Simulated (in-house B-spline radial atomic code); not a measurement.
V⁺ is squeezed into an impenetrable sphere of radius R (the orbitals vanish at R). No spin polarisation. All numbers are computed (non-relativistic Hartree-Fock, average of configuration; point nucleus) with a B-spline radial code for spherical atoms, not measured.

Energies in eV above the free ion in [Ar] 3d4:

```csv
R (bohr),highest level (eV),[Ar] 3d4,[Ne] 3s2 3p5 3d5,-dE/dV in [Ar] 3d4 (GPa)
8.99,-14.8,0.000705,40.78,0.00127
5.91,-14.6,0.1041,40.88,0.397
5.27,-14.4,0.2786,41.06,1.32
4.39,-13.6,1.065,41.91,7.27
3.76,-12.3,2.832,43.88,27.4
3.18,-9.8,7.439,49.1,112
2.62,-3.95,21.83,65.02,577
2.27,4.1,47.94,92.94,1910
1.67,41.6,233.8,283.4,20900
1.21,137,978.5,1021,194000
```

Question: Does [Ne] 3s2 3p5 3d5 fall below [Ar] 3d4 under compression?

Answer: No, it stays above over the whole range.

The highest level is first positive in the row R = 2.27 bohr, pushed up by confinement above the zero of the free ion's potential. Each configuration is held fixed and needn't be the lowest in the sphere.
